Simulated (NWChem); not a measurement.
C4H5F; SMILES FC1=CCC1

```xyz
10

F     -0.0135    -1.8345     0.0000
C      0.0584    -0.5180     0.0000
C      1.0728     0.3519     0.0000
C      0.1103     1.5231     0.0000
C     -1.0521     0.4806     0.0000
H      2.1598     0.2697     0.0000
H      0.1394     2.1636    -0.8963
H      0.1394     2.1636     0.8963
H     -1.6917     0.4899    -0.8972
H     -1.6917     0.4899     0.8972
```
Atoms are numbered in this order, from 1.

Program: NWChem. Coordinates come from a PBE0/def2-SVP optimisation. GIAO values for the isolated, static molecule; σ is the absolute isotropic shielding, δ = σ(reference) − σ with the isolated reference molecule computed at the same levels (13C: tetramethylsilane, 19F: trichlorofluoromethane, 1H: tetramethylsilane).

### Question
Estimate the computed values for PBE/pcSseg-1. Quantities: δ F1 (ppm); δ C2 (ppm); δ C3 (ppm); δ C5 (ppm); δ H6 (ppm); δ H7 (ppm); δ H9 (ppm).

### Answer
```
Property    Result
----------  ------
δ F1 (ppm)   -82.8
δ C2 (ppm)   158.1
δ C3 (ppm)   106.7
δ C5 (ppm)    36.0
δ H6 (ppm)    4.76
δ H7 (ppm)    2.06
δ H9 (ppm)    2.75
```
